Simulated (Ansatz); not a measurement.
Stepwise reaction of `[GeH2]` with hydrogen sulfide, as a gas-phase model of exchange steps in deposition or etching. ΔE in kJ/mol.

Gas-phase electronic energies from Ansatz, PBE0-D4/def2-TZVP geometries. CCSD(T)/CBS adds triple-zeta CCSD(T) − MP2 to the extrapolated MP2 energy (def2 sets, frozen cores). This one scheme is used for every species. DFT in def2-TZVPP. B3LYP here is the variant with VWN-RPA as its local correlation; programs differ in this. For Ge outer-core shells are correlated without core-valence functions, which leaves a few kJ/mol of doubt a bond. Scalar relativity is left out up to krypton. Each species was taken in one conformer, which may not be the lowest.

```csv
step,reaction,PBE-D4,B3LYP-D4,ωB97M-V,CCSD(T)/CBS
1,`[GeH2]` + H₂S → `[SH][GeH]` + H₂,-109.4,-99.7,-92.1,-97.0
```

Task: Give the row of step 2, `[SH][GeH]` + H₂S → `[SH][Ge][SH]` + H₂. (Estimate.)

Result: Computed: 
```json
{"step": "2", "reaction": "`[SH][GeH]` + H₂S → `[SH][Ge][SH]` + H₂", "PBE-D4": "-97.0", "B3LYP-D4": "-90.3", "ωB97M-V": "-83.7", "CCSD(T)/CBS": "-88.7"}
```

Task: By hand: ΔE of the 2 steps together at CCSD(T)/CBS.

Result: (-97.0) + (-88.7) = -185.7 kJ/mol, or -92.8 kJ/mol a step.

In ΔE each step is higher than the one before. All are downhill at CCSD(T)/CBS. PBE-D4 differs from CCSD(T)/CBS by -12.4 to -8.3 kJ/mol a step. Isolated molecules leave out the surface, adducts and barriers. Largest T1 diagnostic: 0.015.
